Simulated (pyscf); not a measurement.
This saddle point was located with ωB97X-D3(BJ)/def2-SVP in PySCF.

```xyz
7

P      1.3994     0.5073    -0.5997
Ga    -0.5156    -0.7069    -1.1836
H      0.8448     1.6573    -1.2333
H     -1.7588    -1.2441    -0.3965
Si     0.0407     0.3922     1.1393
H     -0.6106     1.6796     1.5100
H      0.7380    -0.2770     2.2711
```
Charge 0, spin multiplicity 1.

Surface: singlet, charge 0. Lowest wavenumbers (cm⁻¹): 624i, 222, 270, 338, 378.

### Question
What reaction is this the transition state of?

### Answer
`[SiH2]1[PH][GaH]1` ⇌ `[SiH3][PH][Ga]` [singlet], a rearrangement read from left to right: Ga–H, Ga–Si broken and H–Si formed. At CCSD(T)/def2-TZVPP + ΔMP2(QZVPP) it lies +19.7 kcal/mol from the left side and +40.4 kcal/mol from the right (each side as separated species at their lowest minima found). cyclic H₄GaPSi (SMILES [SiH2]1[PH][GaH]1) lies 7.4 kcal/mol over its isomer H₂P–SiH₂–Ga [singlet] (electronic energy, ωB97M-D3(BJ)/def2-TZVP). This is the saddle that the search found; another between the same sides may lie lower. The CCSD(T) − MP2 part came from Ansatz, without density fitting, on the same reference. The frozen core leaves the outer d or s,p core shells of the metals and heavy elements correlated in the MP2 and CC values, and def2-TZVPP describes them poorly, which can shift differences by a few kcal/mol. Elements up to Kr have no core potential and no relativistic terms here.
